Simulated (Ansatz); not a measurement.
# Ligand exchange: MgHCl + C2Br2F4 → MgHF + C2Br2ClF3

Gas-phase species: MgHCl `[MgH][Cl]`, singlet; C2Br2F4 (1,2-dibromotetrafluoroethane) `FC(F)(Br)C(F)(F)Br`, singlet; MgHF `[F][MgH]`, singlet; C2Br2ClF3 `FC(F)(Br)C(F)(Cl)Br`, singlet. The partners trade Cl for F: Mg–Cl and C–F bonds give way to Mg–F and C–Cl.

Shapes, held fixed at every level: PBE0-D4/def2-TZVP. Flexible molecules stand in one conformer, not always the lowest. Programs: Ansatz 0.2.0. The zero-point and thermal change to 298 K, harmonic and unscaled (PBE0-D4/def2-TZVP), is -2.6 kJ/mol.

```json
{"level": "r2SCAN-D4/def2-TZVPP", "kind": "meta-GGA", "ΔH(298 K) (kJ/mol)": "+44.8", "less CCSD(T)/def2-TZVPP": "+6.8"}
{"level": "BHLYP-D4/def2-TZVPP", "kind": "global hybrid", "ΔH(298 K) (kJ/mol)": "+48.3", "less CCSD(T)/def2-TZVPP": "+10.3"}
{"level": "wB97X-V/def2-TZVPP", "kind": "range-separated hybrid", "ΔH(298 K) (kJ/mol)": "+43.3", "less CCSD(T)/def2-TZVPP": "+5.3"}
{"level": "B2PLYP/def2-TZVPP", "kind": "double hybrid", "ΔH(298 K) (kJ/mol)": "+37.5", "less CCSD(T)/def2-TZVPP": "-0.5"}
{"level": "MP2/def2-SVP", "kind": "perturbation theory", "ΔH(298 K) (kJ/mol)": "+34.3", "less CCSD(T)/def2-TZVPP": "-3.7"}
{"level": "CCSD/def2-SVP", "kind": "coupled cluster or CI", "ΔH(298 K) (kJ/mol)": "+47.3", "less CCSD(T)/def2-TZVPP": "+9.3"}
{"level": "CCSD(T)/def2-TZVPP", "kind": "coupled cluster or CI", "ΔH(298 K) (kJ/mol)": "+38.0", "less CCSD(T)/def2-TZVPP": "0.0"}
```

The highest level, CCSD(T)/def2-TZVPP, gives ΔH(298 K) = +38.0 kJ/mol; the levels span +34.3 to +48.3. The column of differences is taken from that level and isn't an error. No measured value is set beside it here. Relativity is left out for Br. Outer-core shells of Br, Mg are correlated, in sets that cover them unevenly. Sets without diffuse functions underbind ionic bonds of s-block metals.
